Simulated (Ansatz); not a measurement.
`[SiH2]O[SiH2]Cl` radical at its PBE0-D4/def2-TZVP geometry, where that method's forces vanish. Total charge 0; spin multiplicity 2.

```csv
atom,x (Å),y (Å),z (Å)
Si1,-0.545,-0.890,-1.493
O2,-0.256,-0.512,0.083
Si3,0.611,0.382,1.123
Cl4,1.087,2.189,0.277
H5,-0.889,0.347,-2.251
H6,-1.677,-1.857,-1.511
H7,1.880,-0.302,1.449
H8,-0.211,0.642,2.322
```

(1) For each bond, give half the difference of the two atoms' forces along it (eV/Å; positive pushes the atoms apart) under PBE-D4, r2SCAN-D4, B3LYP-D4, ωB97M-V in def2-TZVPP. (An estimate is asked.)

## Answers

(1) Computed: 
```json
{"bond": "Si1–O2", "length (Å)": "1.646", "PBE-D4": "0.22", "r2SCAN-D4": "0.04", "B3LYP-D4": "0.11", "ωB97M-V": "0.15"}
{"bond": "Si1–H5", "length (Å)": "1.491", "PBE-D4": "0.06", "r2SCAN-D4": "-0.02", "B3LYP-D4": "-0.07", "ωB97M-V": "-0.12"}
{"bond": "Si1–H6", "length (Å)": "1.489", "PBE-D4": "0.07", "r2SCAN-D4": "-0.03", "B3LYP-D4": "-0.08", "ωB97M-V": "-0.13"}
{"bond": "O2–Si3", "length (Å)": "1.623", "PBE-D4": "0.26", "r2SCAN-D4": "0.03", "B3LYP-D4": "0.07", "ωB97M-V": "0.10"}
{"bond": "Si3–Cl4", "length (Å)": "2.051", "PBE-D4": "0.11", "r2SCAN-D4": "0.04", "B3LYP-D4": "0.23", "ωB97M-V": "0.09"}
{"bond": "Si3–H7", "length (Å)": "1.478", "PBE-D4": "0.01", "r2SCAN-D4": "-0.04", "B3LYP-D4": "-0.13", "ωB97M-V": "-0.17"}
{"bond": "Si3–H8", "length (Å)": "1.476", "PBE-D4": "0.02", "r2SCAN-D4": "-0.04", "B3LYP-D4": "-0.15", "ωB97M-V": "-0.19"}
```

B3LYP here is the variant with VWN-RPA as its local correlation; programs differ in this.
